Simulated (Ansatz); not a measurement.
How methods differ on GaBr (SMILES [Ga][Br])

GaBr has 2 atoms, charge 0, and is taken as a singlet. As SMILES, `[Ga][Br]`. The coordinates come from a PBE0-D4/def2-TZVP relaxation.

```xyz
2

Ga    0.0000    0.0000    0.0138
Br    0.0000    0.0000    2.3881
```

Quantity: the energy change with the Ga1–Br2 bond stretched from 2.374 to 5.936 Å, in eV. The values are calculated.

```json
{"level": "HF/STO-3G (restricted)", "kind": "Hartree–Fock", "program": "Ansatz", "value (eV)": "7.40", "CPU time (all runs)": "1.9 s"}
{"level": "SVWN5/STO-3G (restricted)", "kind": "LDA", "program": "Ansatz", "value (eV)": "5.91", "CPU time (all runs)": "67 s"}
{"level": "revPBE/STO-3G (restricted)", "kind": "GGA", "program": "Ansatz", "value (eV)": "5.42", "CPU time (all runs)": "58 s"}
{"level": "B3LYP/STO-3G (restricted)", "kind": "global hybrid", "program": "Ansatz", "value (eV)": "6.02", "CPU time (all runs)": "67 s"}
{"level": "MP2/STO-3G (restricted)", "kind": "perturbation theory", "program": "Ansatz", "value (eV)": "5.49", "CPU time (all runs)": "12 s"}
```

All-electron rows without a relativistic Hamiltonian named are non-relativistic. The first shape isn't each level's own minimum. The values span 5.42 to 7.40 eV. All rows use very small basis sets, so none should be taken for the real molecule's value. In the correlated wave-function rows the outer d shell of Br, Ga is correlated, in sets not made for it. Times are those of the runs behind each value, whatever else they computed, on shared processors of several kinds: orders of magnitude only.
